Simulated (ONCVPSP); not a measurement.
## PBE ONCV dataset for rubidium (Rb), scalar-relativistic all-electron reference.

```
Element                 : Rb
Generator               : ONCVPSP 4.0.1
Type                    : optimised norm-conserving Vanderbilt (ONCV)
Functional              : PBE
Relativity              : scalar-relativistic
Frozen core             : [Kr]
Valence charge          : 1
Reference configuration : 5s0.5 (charge +0.5)
Partial waves           : 5s: rc 4.00 bohr, ncon 4, nbas 9, qcut 1.5 1/bohr, 2 projectors, debl 1.5 Ha; p scattering state at 0.43 Ha: rc 4.00 bohr, ncon 4, nbas 7, qcut 1.7 1/bohr, 2 projectors, debl 1.5 Ha; d scattering state at 0.14 Ha: rc 4.00 bohr, ncon 4, nbas 7, qcut 2.3 1/bohr, local
Local potential         : the d channel
Core correction         : none
```

In the p channel the program set the typed energies aside and used 0.050, 1.550 Ha. In the d channel the program set the typed energies aside and used 0.050 Ha.

Results:

```json
{
  "Cutoffs needed": "1.1 Ha and 7.0 Ha (the cutoffs (Ha) at which the residual kinetic energy of the hardest occupied pseudo-wave falls to 1 and 0.1 mHa per electron) The cutoffs count occupied waves only; projector 2 of the s channel, the hardest unoccupied one, needs 18 Ha at the loose tolerance.",
  "Ghost test": "no bound ghost flagged; GHOST(+) flagged for s at 44.1 eV, p at 61.8 eV, s at 127.9 eV, s at 238.3 eV, s at 359.3 eV",
  "Configuration tests": "2 of 4 tests not solved or not reliable"
}
```

Generation and tests took about 5 s on one core of a shared server CPU.
